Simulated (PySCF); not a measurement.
PW91 on Re- (rhenium, charge -1), [Xe] 4f14 5d6 6s2, high-spin 5D determinant. Computed with PySCF 2.14 in aug-cc-pVQZ-PP with ECP60MDF (7s7p6d4f3g2h, 135 functions), with a scalar-relativistic core potential.

```
cycle= 1 E= -78.5524555723933  delta_E= -0.0268  |g|= 0.0424  |ddm|= 1.18
cycle= 2 E= -78.5503138919848  delta_E= 0.00214  |g|= 0.0684  |ddm|= 0.148
cycle= 3 E= -78.5507899757988  delta_E= -0.000476  |g|= 0.053  |ddm|= 0.398
cycle= 4 E= -78.5532889794976  delta_E= -0.0025  |g|= 0.00601  |ddm|= 0.228
cycle= 5 E= -78.5533264735202  delta_E= -3.75e-05  |g|= 0.00257  |ddm|= 0.0447
cycle= 6 E= -78.5533323191019  delta_E= -5.85e-06  |g|= 0.00036  |ddm|= 0.00561
cycle= 7 E= -78.553332419027  delta_E= -9.99e-08  |g|= 0.000153  |ddm|= 0.00128
cycle= 8 E= -78.5533324388991  delta_E= -1.99e-08  |g|= 3.19e-05  |ddm|= 0.000372
cycle= 9 E= -78.5533324397536  delta_E= -8.54e-10  |g|= 2.05e-06  |ddm|= 5.86e-05
converged SCF energy = -78.5533324397536  <S^2> = 6.1250841  2S+1 = 5.0497858
```

Highest occupied orbital energy: 2.354 eV; ⟨L²⟩ = 6.04; populations by l: s 4.00, p 6.00, d 6.00, f 0.00.

(1) Can this result be used?

Results:

(1) With care. The calculation finished and met its thresholds. Energies and moments cover only the electrons outside the core potential. Spin-orbit coupling, absent here, splits the open shell strongly. ⟨S²⟩ = 6.13 against 6.00 shows spin contamination. At PW91 the highest occupied level has a positive energy, so only the finite basis holds that electron; in a semilocal or global hybrid functional this comes from self-interaction and does not mean that the real anion is unbound.
